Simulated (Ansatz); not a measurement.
Input file for `SC1N=[C]1[GaH2]`:

```yaml
crystal:
  periodic: [false, false, false]
  atoms:
    - {symbol: S, position_ang: [-1.219686, 1.071892, 0.108069]}
    - {symbol: C, position_ang: [0.578239, 1.129421, 0.311250]}
    - {symbol: N, position_ang: [1.172647, 0.264785, 1.365838]}
    - {symbol: C, position_ang: [1.083861, -0.237275, 0.209880]}
    - {symbol: Ga, position_ang: [-0.154044, -1.381729, -0.858848]}
    - {symbol: H, position_ang: [-1.532536, 0.734438, 1.374804]}
    - {symbol: H, position_ang: [1.067810, 2.037296, -0.013599]}
    - {symbol: H, position_ang: [-0.149052, -1.053832, -2.381093]}
    - {symbol: H, position_ang: [-0.847249, -2.564996, -0.116302]}
basis:
  gaussian: {orbitals: def2-TZVPP}
correlation: {method: ccsd_t}
output: {orbitals: {seedname: orbitals}}
```

```sh
$ ansatz run in.yaml --threads 4 --pin off --events-out ev --progress --plain --max-ram 10444MiB
```

Output of Ansatz, abridged:

```
Functional definition: HF
1451 factors; integrals over basis functions are off by at most 1.2e-3 eV
mean field evaluation 1: about -66752.5935 eV, gradient 3.1e1 eV
mean field evaluation 2: about -66752.9055 eV, gradient 3.1e1 eV
mean field evaluation 4: about -66755.9074 eV, gradient 5.1e0 eV
mean field evaluation 8: about -66756.0044 eV, gradient 4.5e-1 eV
mean field evaluation 16: about -66756.0072 eV, gradient 2.0e-6 eV
mean field -66756.00724438 eV, -2453.2380173841 hartree, gradient 2.0e-6 eV, S^2 0.000000; 1 other end points of the search recorded, 0 dependent functions left out; unrestricted orbitals would lower it
17 core orbitals not correlated: weight in the atoms' cores, before any rotation towards them, 1.000 or more for the frozen orbitals, at most 0.000 for the correlated occupied ones
reference -66756.00724438 eV, -2453.2380173841 hartree; 18, 18 occupied and 204, 204 virtual orbitals, 1451 factors
second order -25.18310097 eV of doubles, -0.00000000 eV of singles
cycle   1  -24.80165827 eV  change    3.8e-1 eV  update   1.3e-1
cycle   2  -25.68186725 eV  change   -8.8e-1 eV  update   4.1e-2
cycle   3  -25.83323076 eV  change   -1.5e-1 eV  update   1.9e-2
cycle   4  -25.81790621 eV  change    1.5e-2 eV  update   4.9e-3
cycle   5  -25.81977959 eV  change   -1.9e-3 eV  update   2.4e-3
cycle   6  -25.82049045 eV  change   -7.1e-4 eV  update   7.3e-4
cycle   7  -25.82014890 eV  change    3.4e-4 eV  update   3.4e-4
cycle   8  -25.82017769 eV  change   -2.9e-5 eV  update   1.3e-4
cycle   9  -25.82022367 eV  change   -4.6e-5 eV  update   5.1e-5
cycle  10  -25.82019412 eV  change    3.0e-5 eV  update   2.5e-5
perturbative correction -1.33010200 eV, -0.0488803470 hartree
Total energy: -66783.15754050 eV, -2454.2357723635 hartree
```

Hardware: 4 threads of an Intel Xeon 6975P-C on a shared host. Wall time 39 s, peak host memory 4.8 GiB.

Correlation energy per correlated electron: -0.754 eV. T1 diagnostic: 0.0139.
